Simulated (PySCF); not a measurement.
CH₂FNOSi, SMILES N#CO[SiH2]F. Geometry: ωB97X-D3(BJ)/def2-SVP. The structure was generated by enumeration, and PubChem lists no compound with its InChIKey, so it may never have been made. One conformer was computed; it need not be the lowest.

Computed equilibrium geometry at ωB97X-D3(BJ)/def2-SVP (PySCF confirms it by a frequency run) as Cartesian coordinates in Å (one conformer of several):
```xyz
7

N      2.6297    -0.2355    -0.1313
C      1.5673    -0.0748     0.3037
O      0.3961     0.1068     0.8113
Si    -1.0868    -0.3030     0.0878
F     -1.4191     0.8134    -1.0260
H     -2.0633    -0.2242     1.1857
H     -0.9301    -1.6125    -0.5738
```
Charge 0, spin multiplicity 1.
